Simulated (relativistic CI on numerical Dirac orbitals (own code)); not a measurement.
## Ions with 6 electrons, Fe20+ to Rh39+

These numbers are calculated, not measured: Dirac-Coulomb-Breit CI, KLI orbitals optimised for each configuration, model QED, unscaled Slater integrals (own radial code, finite nucleus).

CI space (outside the closed core 1s2): 2s²2p², 2s2p³, 2p⁴, 2p³3s, 2p³3p, 2s²2p3s, 2p³3d. Levels of other configurations are missing.

Energies above each ion's lowest level, in eV. Levels are followed by their leading LS label, which can pass from one level to another where the coupling changes.

```csv
Ion,2s²2p² ³P0,2s²2p² ³P1,2s²2p² ³P2,2s²2p² ¹D2,2s²2p² ¹S0
Fe20+,0,9.1812,14.652,30.593,45.748
Co21+,0,11.243,17.27,35.203,51.181
Ni22+,0,13.643,20.214,40.502,57.301
Cu23+,0,16.415,23.514,46.558,64.176
Zn24+,0,19.593,27.204,53.44,71.875
Ga25+,0,23.213,31.317,61.215,80.468
Ge26+,0,27.31,35.89,69.956,90.027
As27+,0,31.923,40.962,79.737,100.63
Se28+,0,37.09,46.571,90.633,112.35
Br29+,0,42.851,52.759,102.72,125.28
Kr30+,?,?,?,?,?
Rb31+,0,56.329,130.83,67.047,155.07
Sr32+,0,64.133,147.02,75.238,172.11
Zr34+,0,82.111,184.14,93.951,210.98
Nb35+,0,92.384,205.27,104.58,233
Mo36+,0,103.58,228.26,116.12,256.88
Tc37+,0,115.77,253.21,128.63,282.74
Ru38+,0,128.99,280.24,142.17,310.69
Rh39+,0,143.31,309.47,156.8,340.85
```

Task: Fill in the row of Kr30+.

Result: 2s²2p² ³P0 0, 2s²2p² ³P1 49.25, 2s²2p² ³P2 116.09, 2s²2p² ¹D2 59.57, 2s²2p² ¹S0 139.49 (eV).

The lowest level keeps the configuration 2s²2p² and J = 0 throughout.

Between Z = 42 and 45 the energy of 2s²2p² ³P1 follows a local power law Z^4.7. For orientation: electrostatic splittings inside a shell grow about linearly with the screened charge, excitations that change n as its square, and fine structure as its fourth power; written in Z itself the exponents are larger, since the screened charge grows faster in proportion.
